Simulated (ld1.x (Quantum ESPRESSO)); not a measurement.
What one change does to a pseudopotential (P (Z = 15), ultrasoft)

P, ultrasoft, made with ld1.x (Quantum ESPRESSO) 7.5 (LDA (PZ), scalar-relativistic). Core [Ne], reference 3s2 3p2.5 (charge +0.5). Waves: 3s (bound): rcut 1.15, rcutus 1.50 bohr; 3s channel at 3.75 Ry: rcut 1.15, rcutus 1.50 bohr; 3p (bound): rcut 1.45, rcutus 1.55 bohr; 3p channel at 2 Ry: rcut 1.45, rcutus 1.55 bohr; 3d channel at -0.05 Ry: rcut 1.45, rcutus 1.65 bohr; 3d channel at 2.45 Ry: rcut 1.45, rcutus 1.65 bohr. Local part: all-electron potential smoothed inside 1.15 bohr (lloc = -1). Core correction: none. Augmentation charge: PSQ, inside the norm-conserving radii.

Change: waves 3p (bound): rcut 1.45, rcutus 2.02 bohr; 3p channel at 2 Ry: rcut 1.45, rcutus 2.02 bohr.

Cutoffs: the cutoffs (Ry, on a coarse ladder) from which the occupation-weighted sum of valence levels, in a spherical-Bessel basis at the reference potential, stays within 10 and 1 mRy of its value at 400 Ry; they do not see the model core or the augmentation charge, which bear on the density cutoff. Errors are all-electron minus pseudo energies relative to the spin-unpolarised reference configuration.

How do hardness, ghosts and transferability respond?

The potential gets softer (15 Ry and 25 Ry → 15 Ry and 21 Ry); of the 9 tests that both files solve, the error grows in 5 and shrinks in 0 by more than 15 % and 0.3 meV (median size 14.0 → 21.7 meV); neither file shows a bound ghost. A larger radius leaves more room for a smooth pseudo-wave, so fewer plane waves are needed. More of the atom is replaced by a form fitted at one configuration, so other configurations suffer.

| quantity | base | changed |
| --- | --- | --- |
| cutoff, loose | 15 Ry | 15 Ry |
| cutoff, tight | 25 Ry | 21 Ry |
| loose cutoff by channel (10 mRy a level) | s 12 Ry, p 8 Ry | s 12 Ry, p 10 Ry |
| bound ghosts | none | none |
| error for 3s2 3p3, meV [ΔE -3.82 eV] | +0.5 | +0.7 |
| error for 3s2 3p2, meV [ΔE 6.00 eV] | +0.4 | +0.8 |
| error for 3s2 3p1, meV [ΔE 25.25 eV] | +14 | +22 |
| error for 3s1 3p4, meV [ΔE 4.67 eV] | +8.6 | +13 |
| error for 3s2 3p0, meV [ΔE 55.14 eV] | +83 | +121 |
| error for 3s1 3p0, meV [ΔE 107.33 eV] | +331 | +396 |
| error for 3s2 3p3.3, meV [ΔE -5.16 eV] | +0.9 | +1.2 |
| error for 3s2 3p2.5 (spin-polarised), meV [ΔE -1.18 eV] | +104 | +103 |
| error for 3s2 3p3 (spin-polarised), meV [ΔE -5.33 eV] | +122 | +121 |
| lowest overlap eigenvalue by channel | s 0.48, p 0.71, d 0.97 | s 0.48, p 0.64, d 0.97 |
